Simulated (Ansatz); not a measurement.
**A barrier at the coupled-cluster level**

Start structure (SiH₂OF₂, singlet), relaxed at PBE0-D4/def2-TZVP:

Si1  (-0.331, 0.176, 0.098)
H2  (-1.555, 0.490, -0.638)
O3  (0.688, -0.581, -0.900)
H4  (1.550, -0.868, -0.597)
F5  (0.314, 1.502, 0.676)
F6  (-0.666, -0.718, 1.361)
(Å)

The step: SiH₂OF₂ ([OH][SiH]([F])[F]) → SiOF₂ ([O][Si]([F])[F]) + H₂; bonds formed: H2–H4; bonds broken: Si1–H2, O3–H4. Program: Ansatz 0.2.0. Basis: def2-TZVPP and def2-QZVPP. Cores are frozen in the correlated methods. Extrapolation: Hartree–Fock as exp(−7.88 √X), correlation as X^−2.97. Energies below are by CCSD(T) at an estimated basis limit (MP2 extrapolated from triple and quadruple zeta, plus CCSD(T) − MP2 in triple zeta).

(1) What are the electronic barrier and the energy of the step, from the start structure to the end structure? (Judge from chemistry; the value comes from the calculation.)

No T1 diagnostic of these runs exceeds 0.016.

## Answers

(1) The calculation gives: Barrier 3.044 eV; step energy 2.526 eV (uphill); reverse barrier, their difference, 0.518 eV. Barrier and step energy count from the start structure, the reverse barrier from the end structure.

The saddle point: One imaginary mode of 1086i cm⁻¹.
```json
{"pair": "H2–H4", "start (Å)": "3.39", "saddle (Å)": "0.93", "end (Å)": "0.76"}
{"pair": "Si1–H2", "start (Å)": "1.46", "saddle (Å)": "1.72", "end (Å)": "2.18"}
{"pair": "O3–H4", "start (Å)": "0.96", "saddle (Å)": "1.52", "end (Å)": "2.50"}
```

Zero-point energy (harmonic, PBE0-D4): ZPE is 0.792 eV at the start and 0.673 eV at the saddle, so the barrier goes from 3.044 to 2.925 eV.

First-order rate constant out of the start structure at 898 K by transition-state theory, with harmonic vibrational free energies alone and no tunnelling: ΔA‡ = 3.026 eV, so k = (kB T/h) exp(−ΔA‡/kB T) ≈ 10^-4 s⁻¹ (an order of magnitude at best: rotation, the number of equivalent paths and anharmonicity are left out).

Labels in which every atom is bracketed show which atoms are joined, not bond orders.

For scale, one of the runs: CCSD(T)/def2-TZVPP, 163 basis functions, launched by `ansatz run in.yaml --threads 2 --pin off --events-out ev --progress --plain --max-ram 4352MiB`. The run took 45 s on 2 CPU threads of an Arm Neoverse V1 (shared host), with 1.3 GiB of host memory at its peak.
